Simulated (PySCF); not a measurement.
## Frontier orbitals and the lowest excitations

Compound: Zn(NH2)2 (singlet state).
Structure used (PBE0-D3(BJ)/def2-SVP), in Å, numbered top down from 1:
```
atom  x, y, z in Å
Zn1    0.0336   -0.0414    0.0001
N2     0.2097   -0.0067    1.8063
H3    -0.0937    0.8317    2.2947
H4    -0.1360   -0.8046    2.3331
N5    -0.0008   -0.2101   -1.8067
H6     0.8122    0.1063   -2.3289
H7    -0.8250    0.1248   -2.2985
```

Computed, not measured: PySCF, TDDFT B3LYP/def2-SVPD, vertical, gas phase, core orbitals frozen in the response.

Frontier orbitals with the atoms that hold most of them (Löwdin shares over 4%, at most four atoms; ? is withheld):

```csv
orbital,ε (eV),atoms
LUMO+2,0.30,"Zn1 75%, N2 8%, N5 8%"
LUMO+1,0.22,"Zn1 76%, N5 8%, N2 8%"
LUMO,-0.71,?
HOMO,-6.60,?
HOMO-1,-6.72,"N2 37%, N5 35%, Zn1 10%, H4 5%"
HOMO-2,-9.53,"N2 34%, N5 34%, Zn1 13%, H7 5%"
HOMO-3,-10.00,"Zn1 37%, N5 22%, N2 22%, H6 5%"
```

(1) Which atoms hold the HOMO, and with what shares?

(2) Give the leading atoms of the LUMO.

(3) The HOMO–LUMO gap is 5.89 eV. Where does the response calculation put the lowest singlet, and from which orbitals?

(4) One configuration dominates each of S1, S2 and S3. Which, and how do the shares of the two leading atoms of either orbital change from the occupied to the empty one?

Results:

(1) N5 (bonded to Zn and 2 H) 38%; N2 (bonded to Zn and 2 H) 36%; Zn1 (bonded to 2 N) 8%; H7 (bonded to N) 5%. By element: nitrogen 74%, zinc 8%, hydrogen 5% or more.

(2) Zn1 (bonded to 2 N) 61%; N2 (bonded to Zn and 2 H) 12%; N5 (bonded to Zn and 2 H) 12%; H3 (bonded to N) 4%. By element: zinc 61%, nitrogen 23%, hydrogen 4% or more.

(3) S1 is at 4.93 eV (f = 0.063), 0.96 eV below the gap, made of HOMO→LUMO (96%). Without the coupling terms of the response equations the lowest excitation would equal the gap.

(4) 
- S1 (4.93 eV, f 0.063), HOMO→LUMO (96%): N5 38% → 12%, N2 36% → 12%, Zn1 8% → 61%; the Löwdin share of zinc is 8% in HOMO and 61% in LUMO (ligand-to-metal charge transfer by this measure)
- S2 (5.00 eV, f 0.049), HOMO-1→LUMO (97%): N2 37% → 12%, N5 35% → 12%, Zn1 10% → 61%; the Löwdin share of zinc is 10% in HOMO-1 and 61% in LUMO (ligand-to-metal charge transfer by this measure)
- S3 (5.80 eV, f 0.0001), HOMO→LUMO+1 (72%): N5 38% → 8%, N2 36% → 8%, Zn1 8% → 76%; the Löwdin share of zinc is 8% in HOMO and 76% in LUMO+1 (ligand-to-metal charge transfer by this measure)

Hardware: one thread, x86-64 server, on a shared host. Cost: 7.1 s wall.
